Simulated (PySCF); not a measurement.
Excitation energy of Pd(2+) by level of theory

Pd(2+) [Kr] 4d8 (3F) → Pd(2+) [Kr] 4d7 5p1 (high-spin determinant), as a difference of total energies. Calculation: PySCF 2.14, in dyall-ae2z; the spin-free X2C one-electron Hamiltonian (Gaussian nucleus). Correlated levels: valence: [Kr] frozen; valence and next inner shell: [Ar] 3d10 frozen; virtual orbitals above 40 to 60 times the deepest correlated orbital energy dropped. The calculations carry no spin-orbit coupling.

| method | excitation energy (eV) |
| --- | --- |
| UHF | 12.426 |
| LDA | 13.277 |
| PBE | 13.096 |
| PBE0 | 13.173 |
| r2SCAN | 13.173 |
| revPBE | 13.101 |
| TPSS | 13.138 |
| PBEsol | 13.147 |
| MP2 (valence) | 13.230 |
| SCS-MP2 (valence) | 13.418 |
| MP2 (valence and next inner shell) | 13.089 |
| SCS-MP2 (valence and next inner shell) | 13.161 |

How much does correlation contribute at MP2 (valence and next inner shell)?

13.089 − (12.426) = 0.663 eV, measured against UHF.

A first-order spin-orbit estimate (lowest level to lowest level, LS coupling) adds 0.092 eV.

The basis was made for the ground configuration and has no added diffuse functions, so the excitation energy can come out too high.

The determinant of the upper state mixes LS terms, which raises its energy above the lowest term, most at the Hartree-Fock and MP2 levels.
